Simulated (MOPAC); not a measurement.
MOPAC input (PM3):

```
PM3 FORCE THERMO(298,298) PRECISE LET CHARGE=1 GEO-OK AUX(PRECISION=9) THREADS=1
CH7S3Si

C     1.97722534 1   -0.51126426 1    0.51820140 1
Si    0.32350330 1    0.18780471 1    0.14591710 1
S     0.35189129 1    1.35446595 1   -1.66998045 1
S    -0.72252542 1    0.74117565 1    1.95122692 1
S    -1.03171077 1   -1.73248739 1   -0.58099687 1
H     2.66271400 1    0.28405021 1    0.85580878 1
H     1.96628832 1   -1.26133794 1    1.32091885 1
H     2.46171171 1   -0.97912917 1   -0.34981658 1
H    -0.77734968 1    2.02064925 1   -1.60821978 1
H    -1.70059783 1    1.49407701 1    1.50476474 1
H    -0.92295722 1   -2.65872459 1    0.31629531 1
H    -0.38055657 1   -2.34881704 1   -1.51429621 1
```

Output:

```
 *******************************************************************************
 **                                                                           **
 **                              MOPAC v23.2.5                                **
 **                                                                           **
 *******************************************************************************
 ** MOPAC's Digital Object Identifier: https://doi.org/10.5281/zenodo.6511958 **
 **                                                                           **
 ** Please cite the open-source release paper for use of this MOPAC version:  **
 ** J. E. Moussa and J. J. P. Stewart (2026)                                  **
 ** MOPAC: An open-source semiempirical molecular orbital program             **
 ** J. Open Source Softw., 11(119), 8025, https://doi.org/10.21105/joss.08025 **
 *******************************************************************************

                              PM3 CALCULATION RESULTS

 *******************************************************************************
 *  PM3        - The PM3 Hamiltonian to be used
 *  GEO-OK     - OVERRIDE INTERATOMIC DISTANCE AND OTHER SAFETY CHECKS
 *
 *
 *
 *                 CHARGE ON SYSTEM = +1
 *
 *
 *
 *  LET        - OVERRIDE SOME SAFETY CHECKS
 *  PRECISE    - TIGHTER CRITERIA TO BE USED
 *  FORCE      - FORCE CALCULATION SPECIFIED
 *  AUX        - OUTPUT AUXILIARY INFORMATION
 *  THERMO     - THERMODYNAMIC QUANTITIES TO BE CALCULATED
 *******************************************************************************
PM3 FORCE THERMO(298,298) PRECISE LET CHARGE=1 GEO-OK AUX(PRECISION=9) THREADS=1
 CH7S3Si

   ATOM   CHEMICAL          X               Y               Z
  NUMBER   SYMBOL      (ANGSTROMS)     (ANGSTROMS)     (ANGSTROMS)

     1       C          1.97722534  *  -0.51126426  *   0.51820140  *
     2      Si          0.32350330  *   0.18780471  *   0.14591710  *
     3       S          0.35189129  *   1.35446595  *  -1.66998045  *
     4       S         -0.72252542  *   0.74117565  *   1.95122692  *
     5       S         -1.03171077  *  -1.73248739  *  -0.58099687  *
     6       H          2.66271400  *   0.28405021  *   0.85580878  *
     7       H          1.96628832  *  -1.26133794  *   1.32091885  *
     8       H          2.46171171  *  -0.97912917  *  -0.34981658  *
     9       H         -0.77734968  *   2.02064925  *  -1.60821978  *
    10       H         -1.70059783  *   1.49407701  *   1.50476474  *
    11       H         -0.92295722  *  -2.65872459  *   0.31629531  *
    12       H         -0.38055657  *  -2.34881704  *  -1.51429621  *

          CARTESIAN COORDINATES

    NO.       ATOM           X           Y           Z

     1         C          1.9772     -0.5113      0.5182
     2        Si          0.3235      0.1878      0.1459
     3         S          0.3519      1.3545     -1.6700
     4         S         -0.7225      0.7412      1.9512
     5         S         -1.0317     -1.7325     -0.5810
     6         H          2.6627      0.2841      0.8558
[...]
 FREQUENCY          1669.79         S  5 -- H 12         +49.8% ( 71.6%)     96.0%
 TRANSITION DIPOLE   0.7458         S  5 -- H 11         +49.8% ( 71.6%)     96.0%
 TRAVEL (Ang.)       0.2842         Si 2 -- S  5          +0.1% (  3.8%)     22.0%
 REDUCED MASS        0.5000         S  4 -- H 10          +0.1% (  3.8%)     99.8%
 EFFECTIVE MASS      1.3200
 FORCE CONSTANT      0.8213

 VIBRATION         27   12A"          ATOM PAIR      ENERGY CONTRIBUTION    RADIAL
 FREQUENCY          1724.72         S  5 -- H 11         +49.9% ( 69.8%)     97.9%
 TRANSITION DIPOLE   0.8015         S  5 -- H 12         +49.9% ( 69.8%)     97.8%
 TRAVEL (Ang.)       0.2773         Si 2 -- S  5          +0.1% (  3.7%)      0.0%
 REDUCED MASS        0.5083
 EFFECTIVE MASS      1.3636
 FORCE CONSTANT      0.8908

 VIBRATION         28   16A'          ATOM PAIR      ENERGY CONTRIBUTION    RADIAL
 FREQUENCY          3068.87         C  1 -- H  6         +72.7% ( 87.8%)     99.2%
 TRANSITION DIPOLE   0.5605         C  1 -- H  7         +13.3% ( 37.5%)     81.8%
 TRAVEL (Ang.)       0.1942         C  1 -- H  8         +13.2% ( 37.5%)     81.9%
 REDUCED MASS        0.5826         C  1 -- Si 2          +0.8% (  9.4%)      0.0%
 EFFECTIVE MASS      1.4680
 FORCE CONSTANT      3.2330

 VIBRATION         29   13A"          ATOM PAIR      ENERGY CONTRIBUTION    RADIAL
 FREQUENCY          3096.91         C  1 -- H  8         +49.1% ( 72.2%)     97.2%
 TRANSITION DIPOLE   0.4365         C  1 -- H  7         +49.1% ( 72.2%)     97.3%
 TRAVEL (Ang.)       0.2075         C  1 -- Si 2          +0.9% (  9.6%)      0.0%
 REDUCED MASS        0.5056         C  1 -- H  6          +0.8% (  9.4%)      0.0%
 EFFECTIVE MASS      1.4793
 FORCE CONSTANT      2.8568

 VIBRATION         30   17A'          ATOM PAIR      ENERGY CONTRIBUTION    RADIAL
 FREQUENCY          3200.48         C  1 -- H  8         +37.6% ( 58.8%)     97.8%
 TRANSITION DIPOLE   0.5158         C  1 -- H  7         +37.6% ( 58.8%)     97.8%
 TRAVEL (Ang.)       0.2504         C  1 -- H  6         +24.7% ( 47.6%)     95.6%
 REDUCED MASS        0.3359         C  1 -- Si 2          +0.2% (  3.8%)     97.9%
 EFFECTIVE MASS      1.1281
 FORCE CONSTANT      2.0271

      SYMMETRY NUMBER FOR POINT-GROUP Cs  =  1

          SYSTEM IS A GROUND STATE

 CH7S3Si

          MOLECULE IS NOT LINEAR

          THERE ARE 30 GENUINE VIBRATIONS IN THIS SYSTEM
          THIS THERMODYNAMICS CALCULATION IS LIMITED TO
          MOLECULES WHICH HAVE NO INTERNAL ROTATIONS

                    CALCULATED THERMODYNAMIC PROPERTIES
                                          *
   TEMP. (K)   PARTITION FUNCTION   H.O.F.    ENTHALPY  HEAT CAPACITY ENTROPY
                                   KCAL/MOL   CAL/MOLE    CAL/K/MOL  CAL/K/MOL

 298.00  VIB.     0.3185D+04                  5046.0320    28.8001    32.9620
         ROT.     0.5402D+06                   888.2803     2.9808    29.2114
         INT.     0.1720D+10                  5934.3123    31.7809    62.1734
         TRA.     0.1659D+28                  1480.4672     4.9680    40.7888
         TOT.                      121.707    7414.7795    36.7489   102.9623

   *: NOTE: HEATS OF FORMATION ARE RELATIVE TO THE
            ELEMENTS IN THEIR STANDARD STATE AT 298K
              (=  Standard Enthalpy of Formation).

            Hvib:  Zero-point energy is not included.
                   frequencies of less than zero cm-1 are not included.
            Hrot = (3/2)RT
            Htra = (3/2)RT + pV = (5/2)RT

            Heat capacity is Cp, not Cv

          For more information, see: HTTP://OpenMOPAC.net/Manual/thermochemistry.html

           FORCE CONSTANT IN CARTESIAN COORDINATES (Millidynes/A)

    ATOM   CHEMICAL       X               Y               Z
   NUMBER   SYMBOL  FORCE CONSTANT  FORCE CONSTANT  FORCE CONSTANT

      1       C        4.738892        7.497412        7.279042
      2      Si        3.168857        1.809656        1.585651
      3       S        1.803403        1.238223        0.237262
      4       S        1.803389        1.000863        0.474637
      5       S        1.635799        2.228236        2.235601
      6       H        1.145114        1.028204        4.437401
      7       H        1.327091        4.584808        0.790750
      8       H        1.327172        2.557519        2.817958
      9       H        1.467823        0.317966        0.125786
     10       H        1.467810        0.310772        0.132994
     11       H        0.540369        1.262069        0.355962
     12       H        0.540396        0.780348        0.837655

 **********************
 *                    *
 * JOB ENDED NORMALLY *
 *                    *
 **********************

 == MOPAC DONE ==
```

The dipole moment of an ion depends on the origin.
